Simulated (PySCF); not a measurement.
C₃H₉NSi, SMILES NC/C=C/[SiH3].

Coordinates come from a B3LYP-D3(BJ)/def2-SVP optimisation. The structure was generated by enumeration; whether it is a known compound was not checked. One conformer was computed; it need not be the lowest.

Two levels are set side by side: TDDFT-PBE/def2-SVPD (PySCF) and TDDFT-M06-2X/def2-SVPD (PySCF). Vertical, same geometry. The lowest singlet is HOMO→LUMO 96 % with PBE and HOMO→LUMO 76 %, HOMO−1→LUMO 14 % with the other functional; states are paired by order. Differences are taken from unrounded values.

| quantity | TDDFT-M06-2X |
|---|---|
| lowest singlet excitation (eV) | 5.92 |
| lowest triplet excitation (TDA) (eV) | 4.49 |
| first bright state (f over 0.05) (eV) | 5.92 |
| its oscillator strength | 0.07 |

Task: What does TDDFT-PBE give, and how far is it from TDDFT-M06-2X? (The exact figures need the calculation; the answer reports its results.)

Result: 
```tsv
quantity	TDDFT-PBE	TDDFT-PBE minus TDDFT-M06-2X
lowest singlet excitation (eV)	4.49	-1.42
lowest triplet excitation (TDA) (eV)	3.94	-0.56
first bright state (f over 0.05) (eV)	4.49	-1.42
its oscillator strength	0.07	0.00
```

Functionals without exact exchange tend to place singlet excitations lower, as here. Differences between two approximate levels are no errors against the true value.

Rough cost on one machine, each run with all the roots and properties that it gave: TDDFT-M06-2X against TDDFT-PBE about 20 times.
